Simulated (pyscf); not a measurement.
Optimised with ωB97X-D3(BJ)/def2-SVP in PySCF.

Problem. How much does it cost (ΔH, 298 K, ωB97M-D3(BJ)/def2-TZVP) to split H₂B–SiH₂–Si(F)(SiH₃)–SiH₃ at its B–Si bond into BH₂• + F–Si(SiH₂•)(SiH₃)–SiH₃?

Solution. B–Si to BH₂• + F–Si(SiH₂•)(SiH₃)–SiH₃: 84.9 kcal/mol. The 7 functionals that were run give +78.3 (r²SCAN) to +86.2 kcal/mol (ωB97X-D3(BJ)). The radicals are drawn with the spin at the cut bond; how far it spreads was not checked. F–Si(SiH₂•)(SiH₃)–SiH₃ lies 8.3 kcal/mol over its isomer F–SiH₂–Si•(SiH₃)–SiH₃, and others may lie lower still (electronic energy, ωB97M-D3(BJ)).
